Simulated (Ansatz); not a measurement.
One change: `N[SiH2]CBCl` becomes `BCBCl`.

Ansatz, PBE0-D4/def2-TZVP geometries, multiplicity 1. Each molecule was computed in one conformer, which needn't be the lowest.

| property | `N[SiH2]CBCl` |
| --- | --- |
| size of the dipole moment (B3LYP/def2-TZVPP) / D | 1.75 |
| LUMO energy (B3LYP/def2-TZVPP) / eV | -1.44 |
| LUMO energy (PBE0/def2-TZVPP) / eV | -1.25 |
| LUMO energy (PBE/def2-TZVPP) / eV | -2.18 |
| HOMO energy (ωB97M-V/def2-TZVPP) / eV | -9.90 |
| size of the dipole moment (PBE/def2-TZVPP) / D | 1.74 |

Problem. Give the same properties after the change, and the shifts. (Estimate.)

Solution. Ansatz gave: 
```csv
property,`BCBCl`,shift
size of the dipole moment (B3LYP/def2-TZVPP) / D,1.21,-0.54
LUMO energy (B3LYP/def2-TZVPP) / eV,-2.16,-0.72
LUMO energy (PBE0/def2-TZVPP) / eV,-1.95,-0.70
LUMO energy (PBE/def2-TZVPP) / eV,-2.93,-0.75
HOMO energy (ωB97M-V/def2-TZVPP) / eV,-10.78,-0.88
size of the dipole moment (PBE/def2-TZVPP) / D,1.15,-0.59
```

With PBE0 the HOMO falls by 0.96 eV and the LUMO falls by 0.70 eV, so the gap widens by about 0.26 eV. PBE moves the HOMO by -1.02 eV and ωB97M-V by -0.88 eV. Dipoles are sizes alone; their direction can turn.

B3LYP here is the variant with VWN-RPA as its local correlation; programs differ in this.
